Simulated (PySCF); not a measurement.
**MSn for M along group 15**

PBE0 with double-zeta basis sets in PySCF, for the lowest determinant that a PBE0 search found; no spin–orbit coupling. De refers to high-spin ground-configuration atoms. A positive dipole means M(−)Sn(+).

```json
{"M": "N", "basis": "aug-cc-pVDZ-PP/aug-cc-pVDZ", "state (unpaired electrons)": "doublet (π ↑)", "Re (Å)": "1.975", "ωe (cm⁻¹)": "643", "De (eV)": "2.48", "μ (D)": "3.59"}
{"M": "P", "basis": "cc-pVDZ-PP/cc-pV(D+d)Z", "state (unpaired electrons)": "doublet (π ↑)", "Re (Å)": "2.349", "ωe (cm⁻¹)": "417", "De (eV)": "2.72", "μ (D)": "2.14"}
{"M": "As", "basis": "def2-SVP", "state (unpaired electrons)": "doublet (π ↑)", "Re (Å)": "2.442", "ωe (cm⁻¹)": "290", "De (eV)": "2.56", "μ (D)": "1.76"}
{"M": "Sb", "basis": "def2-SVP", "state (unpaired electrons)": "doublet (π ↑)", "Re (Å)": "2.634", "ωe (cm⁻¹)": "228", "De (eV)": "2.28", "μ (D)": "1.28"}
{"M": "Bi", "basis": "def2-SVP", "state (unpaired electrons)": "doublet (π ↑)", "Re (Å)": "2.709", "ωe (cm⁻¹)": "190", "De (eV)": "2.10", "μ (D)": "0.71"}
```

Problem. By what factor does the bond length vary along the series?

Solution. At PBE0 it runs from 1.975 Å (SnN) to 2.709 Å (SnBi), a factor of 1.37.

The rows differ in basis set, which adds steps of its own.

Down a group the atoms grow and get heavier, so bonds lengthen and wavenumbers fall; this series shows no clear exception.

These are scalar-relativistic numbers at best; spin–orbit coupling would shift them, the dissociation energy most. States were picked by a PBE0 search and need not be the measured ground states.
